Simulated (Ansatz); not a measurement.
Frontier orbitals of C2H4OSTe, SMILES `O=C[Te]CS`.

Cartesian coordinates in Å:
```
O 0.281 0.915 1.935
C 0.733 1.620 1.087
Te 0.499 1.281 -1.011
C -0.579 -0.527 -0.664
S 0.484 -1.940 -1.014
H 1.319 2.531 1.309
H -1.462 -0.513 -1.298
H -0.851 -0.471 0.391
H -0.423 -2.896 -0.736
```

Total charge 0; spin multiplicity 1. Correlated methods include outer-core shells of Te, which these sets cover unevenly. Te: def2 effective core potential. All single points use the PBE0-D4/def2-TZVP geometry. It is one conformer, not always the lowest. Basis def2-TZVPP, Ansatz.

Orbital energies of one run (eV). Highest occupied ones, from the top: -8.91, -9.45, -9.73, -11.28, -12.43, -14.12, -14.50, -15.28, -15.76, -16.26, -18.72, -20.74, -22.29, -25.29. Empty: 0.75, 1.04, 2.08, 2.66, 3.54, 4.02.

Question: Which functional gave them?
A. BHLYP
B. LDA (SPW92)
C. B97M-V
D. ωB97X-V

Answer: D. HOMO energies: ωB97X-V -8.91, LDA (SPW92) -5.87, B97M-V -5.99, BHLYP -7.63 eV.
